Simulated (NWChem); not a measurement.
AlGeH$_{5}$; SMILES [GeH3][AlH2]

Program: NWChem. All runs use the structure optimised with PBE0/def2-SVP. Ions are spin-unrestricted doublets at the neutral geometry; other ion states weren't tried.

For level B3LYP/def2-SVP:

```
Quantity                               Value
-------------------------------------  -----
vertical ionisation energy, ΔSCF (eV)   9.71
−ε(HOMO) (eV)                           7.39
```

Estimate the same quantities for level PBE/def2-SVP.


| Property | Value |
|---|---|
| vertical ionisation energy, ΔSCF (eV) | 9.51 |
| −ε(HOMO) (eV) | 6.53 |
